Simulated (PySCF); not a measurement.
**Dipole moment and polarisability of `C#CCCBr`**

C₄H₅Br.
Geometry (PBE0-D3(BJ)/def2-SVP, Å), atoms numbered from 1 in this order:
```xyz
10
C4H5Br angstrom
C      2.5819   -0.2028    0.1433
C      1.4497   -0.1785   -0.2854
C      0.0748   -0.1347   -0.7662
C     -0.8588    0.4389    0.2908
Br    -2.6906    0.4903   -0.3455
H      3.5903   -0.2295    0.5125
H      0.0168    0.4750   -1.6829
H     -0.2577   -1.1483   -1.0443
H     -0.8575   -0.1712    1.2026
H     -0.5860    1.4689    0.5523
```

Level: CAM-B3LYP/def2-SVPD (PySCF), static field, nuclei fixed, core orbitals frozen in the response. The polarisability tensor in these axes (au):

```
x   98.20 -4.32  8.34
y   -4.32 53.85  0.29
z    8.34  0.29 57.32
```

Question: Diagonalise the tensor; give its mean and Δα, where Δα² is half the sum of the squared differences of the eigenvalues.

Answer: Principal values 53.01, 56.15 and 100.22 au; mean 69.79 au = 10.34 Å³ = 11.51 × 10⁻⁴⁰ C²·m²/J; Δα = 45.72 au (66 % of the mean).

Question: What is the dipole moment, and where does it point?

Answer: (1.39, -0.08, 0.38) D, 1.44 D in size, pointing from the negative to the positive side. Measured along this direction, the outermost atoms are Br5 at the negative end and H6 at the positive end.

Question: Traceless (Buckingham) quadrupole moment about the centre of nuclear charge: eigenvalues?

Answer: -2.25, -1.44, 3.69 D·Å. The values depend on the origin, since the dipole doesn't vanish. The electronic extent ⟨r²⟩ about the same centre is 1030 bohr², a root-mean-square distance of 2.12 Å for the 64 electrons.

Question: Orientational against electronic polarisability at 273 K (dilute gas, rigid molecules)?

Answer: In Gaussian units μ²/3kT = 18.43 Å³ against 10.34 Å³, a ratio of 1.78; the Debye molar polarisation (4π/3)N_A(α + μ²/3kT) is 72.6 cm³/mol, leaving out the vibrational part.

Question: Rayleigh depolarisation ratio (linearly polarised light, static tensor)?

Answer: ρ = 3Δα²/(45ᾱ² + 4Δα²) = 6271.5/(219190 + 8362.1) = 0.0276.

Question: Along which axes do the principal values lie, and how far do the nuclei extend along each?

Answer: Largest value along (0.98, -0.09, 0.19), where the nuclei span 6.37 Å; middle along (-0.14, 0.38, 0.91), 2.51 Å; least along (0.15, 0.92, -0.36), 1.79 Å. The response follows the extents in order.

Question: Refractivity n − 1 of an ideal gas of it at 298.15 K and 1 atm, from the electronic α?

Answer: N = p/kT = 2.4615 × 10¹⁹ cm⁻³, so n − 1 = 2π × N × 10.34 × 10⁻²⁴ cm³ = 1600 × 10⁻⁶ at long wavelengths.

Isolated species at its PBE0-D3(BJ)/def2-SVP geometry (one conformer only). The calculation is non-relativistic, for bromine too.

The run behind these numbers computed excited states as well. On Intel Xeon Platinum 8259CL at 2.50 GHz, one thread, shared host, this took 36 s of wall time and 0.82 GiB of memory at its peak.
